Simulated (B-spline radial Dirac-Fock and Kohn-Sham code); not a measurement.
**Compton profile of Mg¹⁰⁺**

System: magnesium as Mg¹⁰⁺ in the configuration 1s2.

Calculated with a radial finite-basis atomic code, using the impulse approximation on Dirac-Fock densities. pz is in atomic units of momentum; subshell profiles are per electron, for a selection of subshells; open shells are spread over both j values by their weights.

```
 pz    J total   J 1s1/2
  2     0.1336    0.0668
2.5     0.1273    0.0636
  3     0.1201    0.0600
  4     0.1041    0.0520
  5    0.08742    0.0437
  7    0.05748    0.0287
 10    0.02772    0.0139
 15   0.007857   0.00393
 20   0.002454   0.00123
 30  0.0003555  0.000178
 40  7.854e-05  3.93e-05
```

Task: What is the peak value J(0), and which subshell contributes most to it?

Result: J(0) = 0.1460. The 1s1/2 subshell gives the largest part, 100 %.

Mean momentum ⟨p⟩ by subshell (a.u.): 1s1/2 9.94.
